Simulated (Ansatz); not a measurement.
A run for Ansatz (an electronic-structure program): R-CCSD(T)/cc-pVTZ on CH6Ge (SMILES [CH3][GeH3]), atoms moved off the minimum. The run froze 15 orbitals, filled d shells among them.

Ansatz 0.2 input:
```yaml
crystal:
  periodic: [false, false, false]
  atoms:
    - {symbol: Ge, position_ang: [-0.32571590, 0.09481014, -0.05176895]}
    - {symbol: C, position_ang: [1.59735388, -0.19962370, 0.07374085]}
    - {symbol: H, position_ang: [-1.01191117, -0.93019039, -1.07523273]}
    - {symbol: H, position_ang: [-0.69787599, 1.48249628, -0.35770665]}
    - {symbol: H, position_ang: [-0.99704563, -0.25847317, 1.39523160]}
    - {symbol: H, position_ang: [1.87915529, -1.21299106, 0.26032278]}
    - {symbol: H, position_ang: [2.02688819, 0.42633805, 0.79403877]}
    - {symbol: H, position_ang: [2.02107513, 0.05383890, -0.91475762]}
basis:
  gaussian:
    orbitals: cc-pVTZ
magnetization: {spin_polarized: false}
correlation: {method: ccsd_t, electrons: outside_noble_gas}
scf: {lower_state_search: off}
output: {forces: true}
```

Question: What total energy does the run end on?

Answer: -2117.1306 hartree (reference determinant -2116.7674, T1 diagnostic 0.009).

Question: How many basis functions does it have, and what does it roughly cost on one machine?

Answer: 157 functions; very roughly 2.2 core-minutes.
